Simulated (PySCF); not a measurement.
Species: C₃H₈O₂SSi₂.
SMILES: `C=C[Si@@](O)(C=O)[SiH2]S`

Level of theory: PySCF, TDDFT B3LYP/def2-SVPD, vertical, gas phase, core orbitals frozen in the response. Isolated species at its GFN2-xTB geometry (one conformer only).

Each state is given a Gaussian of 0.25 eV full width at half maximum, with ε(max) = 2.175×10⁸ f / Δν̃ (Δν̃ the width in cm⁻¹). The width is an assumption, not a result. The curve ends short of the highest state used, and states not computed would add to its high-energy end.

| E (eV) | ε (L mol⁻¹ cm⁻¹) |
| --- | --- |
| 2.78 | 1 |
| 2.88 | 23 |
| 2.98 | 177 |
| 3.07 | 516 |
| 3.17 | 728 |
| 3.27 | 423 |
| 3.36 | 122 |
| 3.46 | 13 |
| 3.56 | 1 |
| 3.65 | 0 |
| 3.75 | 0 |
| 3.85 | 0 |
| 3.94 | 2 |
| 4.04 | 19 |
| 4.14 | 79 |
| 4.23 | 135 |
| 4.33 | 106 |
| 4.43 | 34 |
| 4.52 | 8 |
| 4.62 | 37 |
| 4.72 | 265 |
| 4.81 | 771 |
| 4.91 | 1480 |
| 5.00 | 2601 |

(1) Locate the maxima and give the states behind the curve.

(2) Does any computed singlet lie in the visible range?

(3) Coming from long wavelengths, where does ε first pass 100 L mol⁻¹ cm⁻¹?

(4) On this curve, what absorbance would a 10⁻⁴ mol/L sample give at 405 nm over a 1 cm path?

## Answers

(1) 393 nm (3.16 eV), ε about 730, made up of S1 (100%); 292 nm (4.25 eV), ε about 140, made up of S2 (100%) (ε in L mol⁻¹ cm⁻¹; maxima over ε = 5, shares over 10%). At its high-energy end, 5.00 eV, the curve is still rising (ε about 2600, from S3, S4 and S6). The states used: S1 3.16 eV (f 0.0068); S2 4.25 eV (f 0.0013); S3 4.89 eV (f 0.0088); S4 5.10 eV (f 0.021); S5 5.12 eV (f 0.0017); S6 5.20 eV (f 0.027); S7 5.41 eV (f 0.0054); S8 5.60 eV (f 0.073).

(2) S1 lies in the visible range (380 to 750 nm), at 393 nm, f = 0.0068; light of that wavelength is violet, and its complementary colour is yellow-green; a Tamm–Dancoff triplet lies at 494 nm, without intensity as long as spin–orbit coupling is left out.

(3) At about 421 nm (2.95 eV), 0.21 eV below S1.

(4) 405 nm is 3.061 eV, where ε is about 480 L mol⁻¹ cm⁻¹, so A = ε c l ≈ 0.048 (Beer–Lambert, with the gas-phase spectrum and the assumed width).
